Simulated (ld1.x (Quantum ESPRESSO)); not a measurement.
**Varying the TM potential for tungsten (W)**

Base potential:

| Item | Value |
| --- | --- |
| Element | W |
| Generator | ld1.x (Quantum ESPRESSO) 7.5 |
| Type | norm-conserving Troullier–Martins (Kleinman–Bylander form) |
| Functional | PBE |
| Relativity | scalar-relativistic |
| Frozen core | [Xe] 4f14 |
| Valence charge | 6 |
| Reference configuration | 5d4 6s1.5 6p0.5 |
| Partial waves | 6s (bound): rc 2.00 bohr; 5d (bound): rc 2.30 bohr; 6p (bound): rc 2.90 bohr |
| Local potential | the p channel |
| Core correction | a·sin(br)/r model core, default radius (core density twice the valence density) |

Cutoffs, loose and tight: the cutoffs (Ry, on a coarse ladder) from which the occupation-weighted sum of valence levels, in a spherical-Bessel basis at the reference potential, stays within 10 and 1 mRy of its value at 400 Ry. They do not see the model core or the augmentation charge, which bear on the density cutoff. Test errors are all-electron minus pseudo excitation energies from the reference, over the configurations 5d4 6s2 6p0; 5d4 6s1 6p0; 5d4 6s0 6p0; 5d3 6s2 6p0; 5d2 6s0 6p0; 5d3 6s0 6p0; 5d3 6s2 6p1. A dash means not determined; rows that change the core or the reference have their own tests. The largest error is taken over the tests solved by every variant that gives reliable tests at all: 5d2 6s0 6p0; 5d3 6s0 6p0; 5d3 6s2 6p0; 5d4 6s0 6p0; 5d4 6s1 6p0; 5d4 6s2 6p0.

A true bound ghost makes a file unfit for plane-wave use even where its test errors are small: the radial tests pick states by their node count and pass the ghost by. Where a test does run into it, the solver fails or the error is huge.

```tsv
change	outcome	cutoff, loose	cutoff, tight	bound ghosts	largest test error (meV)
base	generated	30 Ry	50 Ry	none	-971
wave 6p (bound): rc 2.90 bohr becomes 6p (bound): rc 2.28 bohr	generated	30 Ry	50 Ry	s	-889
wave 6p (bound): rc 2.90 bohr becomes 6p (bound): rc 2.52 bohr	generated	30 Ry	50 Ry	s	-932
wave 6p (bound): rc 2.90 bohr becomes 6p (bound): rc 2.88 bohr	generated	30 Ry	50 Ry	none	-970
wave 6p (bound): rc 2.90 bohr becomes 6p (bound): rc 3.12 bohr	generated	30 Ry	50 Ry	none	-967
wave 6p (bound): rc 2.90 bohr becomes 6p (bound): rc 3.46 bohr	generated	30 Ry	50 Ry	none	-968
wave 6p (bound): rc 2.90 bohr becomes 6p (bound): rc 3.76 bohr	generated	30 Ry	50 Ry	none	-979
wave 6p (bound): rc 2.90 bohr becomes 6p (bound): rc 4.10 bohr	generated	30 Ry	50 Ry	none	-1009
wave 6p (bound): rc 2.90 bohr becomes 6p (bound): rc 4.40 bohr	generated	30 Ry	50 Ry	none	-1030
```

(1) What comes out with this change to the base: wave 6p (bound): rc 2.90 bohr becomes 6p (bound): rc 1.96 bohr?

Answers

(1) outcome: generated; cutoff, loose: 30 Ry; cutoff, tight: 70 Ry; bound ghosts: s; largest test error (meV): -886.

Reading the sweep of the p radius (base included, trends over the rows without a ghost): The loose cutoff stays near 30 Ry. The median size of the test errors (rows with all tests solved) stays near 47.5 meV. Bound ghosts are found at 1.96, 2.28, 2.52 bohr.
